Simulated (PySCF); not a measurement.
C3H4F2Si.

```xyz
10

F      2.3526     0.8130    -0.4902
C      1.6702    -0.3693    -0.4064
F      2.2015    -1.0959     0.6233
C      0.2411    -0.1222    -0.1768
C     -0.9657     0.0588    -0.0304
Si    -2.7677     0.3440     0.2142
H      1.8387    -0.9350    -1.3534
H     -3.5226    -0.2443    -0.9427
H     -3.0271     1.8207     0.2898
H     -3.2021    -0.3159     1.4906
```

Geometry optimised at PBE-D3(BJ)/def2-SVP. This is a generated structure with no PubChem entry under its InChIKey; it may be hypothetical.

These are HF/pcSseg-1 (PySCF) values and carry that method's errors. Non-relativistic, no solvent.

Computed absolute GIAO shielding of each atom: isotropic value and principal components (ppm):
| atom | σ(iso) | σ11 | σ22 | σ33 | span |
|---|---|---|---|---|---|
| F1 | 333.5 | 214.7 | 380.8 | 405.1 | 190.4 |
| C2 | 95.4 | 84.3 | 89.0 | 112.9 | 28.6 |
| F3 | 333.5 | 214.7 | 380.8 | 405.1 | 190.4 |
| C4 | 84.8 | -17.4 | -14.9 | 286.7 | 304.1 |
| C5 | 95.5 | 17.0 | 18.9 | 250.6 | 233.6 |
| Si6 | 477.3 | 474.3 | 474.4 | 483.2 | 8.8 |
| H7 | 25.7 | 23.2 | 23.9 | 29.8 | 6.6 |
| H8 | 27.5 | 24.2 | 25.9 | 32.4 | 8.3 |
| H9 | 27.4 | 24.1 | 25.9 | 32.4 | 8.3 |
| H10 | 27.4 | 24.1 | 25.9 | 32.4 | 8.3 |
